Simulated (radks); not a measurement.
The numbers below are computed, except where a source is named.
Problem. All-electron atom: Ru XXIX in [Ne] 3s2 3p4. Code: a radial shooting solver on a logarithmic mesh with Libxc functionals. Model: scalar-relativistic Kohn-Sham, LB94 model potential, spin-polarised, spherical densities, finite nucleus; open shells are filled with parallel spins first (spin-orbit coupling, left out, can overturn this in heavy ions); Fermi nuclear charge, rms radius 4.4809 fm. Some entries of the table are withheld. Estimate them.

orbital,occ.,eigenvalue (Ry),<r^2> (bohr^2),r(max) (bohr)
1s down,1,-1723.718,0.001504,0.02171
1s up,1,-1723.705,0.001504,0.02171
2s up,1,-334.1652,0.02426,0.1223
2s down,1,-334.1003,0.02429,0.1224
2p up,3,-310.7989,0.01900,0.09763
2p down,3,-310.6140,0.01904,0.09770
3s up,1,-124.1877,0.1466,0.3370
3s down,1,-123.6555,0.1464,0.3365
3p up,3,(1),0.1405,0.3248
3p down,1,(2),0.1402,0.3241
3d up,0,-106.8721,0.1111,0.2593
3d down,0,-106.6503,0.1102,0.2574
4s up,0,-64.57318,0.5196,0.6831
4s down,0,-64.32400,0.5217,0.6841

Solution. 
(1) 3p up eigenvalue (Ry): -116.7038
(2) 3p down eigenvalue (Ry): -116.2297
